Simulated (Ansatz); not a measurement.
FGaH4OSSi, SMILES `[OH][Ga]([SH])[SiH2]F`, relaxed with RKS PBE-D4/def2-SVP in the Gaussian-basis code of Ansatz from a rough embedded geometry. The force threshold is 0.03 eV/Å; the program also tests the step.

Total charge 0; spin multiplicity 1.

Start:

```xyz
9

O    -1.103    1.641   -0.924
Ga   -0.714   -0.071   -0.841
S    -1.145   -1.519    0.068
Si    1.225   -0.497    0.160
F     1.343    0.747    1.367
H    -1.296    1.893    0.066
H    -2.124   -0.814    0.772
H     2.223   -1.517    0.505
H     1.592    0.137   -1.173
```

```
step  energy (eV)  largest force (eV/Å)  largest move (Å)
   1  -75878.3501                14.120             0.000
   2  -75882.1910                 4.366             0.200
   3  -75883.5742                 1.535             0.195
   4  -75884.2342                 1.162             0.196
   5  -75884.7115                 0.732             0.197
   6  -75885.0526                 0.918             0.195
   7  -75885.2960                 0.644             0.195
   8  -75885.4452                 0.390             0.200
   9  -75885.5301                 0.241             0.200
  10  -75885.6047                 0.251             0.200
  11  -75885.6715                 0.198             0.200
  12  -75885.6968                 0.289             0.183
  13  -75885.7082                 0.103             0.096
  14  -75885.7095                 0.013             0.023
```

End:

```xyz
9

O    -1.217    1.604   -0.581
Ga   -0.548    0.017   -0.033
S    -1.974   -1.591    0.584
Si    1.852   -0.208   -0.004
F     2.402    0.592    1.327
H    -2.189    1.669   -0.540
H    -3.088   -0.837    0.363
H     2.273   -1.648    0.106
H     2.488    0.402   -1.222
```

Run time 17 s (4 threads of a server CPU on a shared host); peak host memory 0.2 GiB.
